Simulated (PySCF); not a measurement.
Relaxation of quartet IrO3

All numbers come from UPBE0/[Ir def2-SVP with ECP60, O def2-SVP], scalar-relativistic core potentials, density fitting, no spin–orbit coupling, PySCF. A (50,194) grid was used.

A hand-made T-shaped start, of C2v symmetry, held to at least that symmetry:

```xyz
4
charge 0 multiplicity 4, angstrom
Ir    0.0000    0.0000   -0.1221
O     0.0000    0.0000    1.5979
O     1.7190    0.0000   -0.0621
O    -1.7190    0.0000   -0.0621
```

What does it relax to?

It ends at C2v with Ir–O 1.767 Å (×2), Ir–O 1.819 Å; O–Ir–O 97.2° (×2), O–Ir–O 165.7°. No frequency check is given, so it may be a saddle point. Other isomers or separated fragments may lie lower.

How much energy is released, and in how many steps?

49.3 kJ/mol in 6 steps.

Open d and f shells are described by one determinant, and the ground state may have another occupation or spin. At this level a doublet minimum of C2v symmetry lies 304 kJ/mol below this structure. With an element this heavy the missing spin–orbit coupling can shift these numbers.
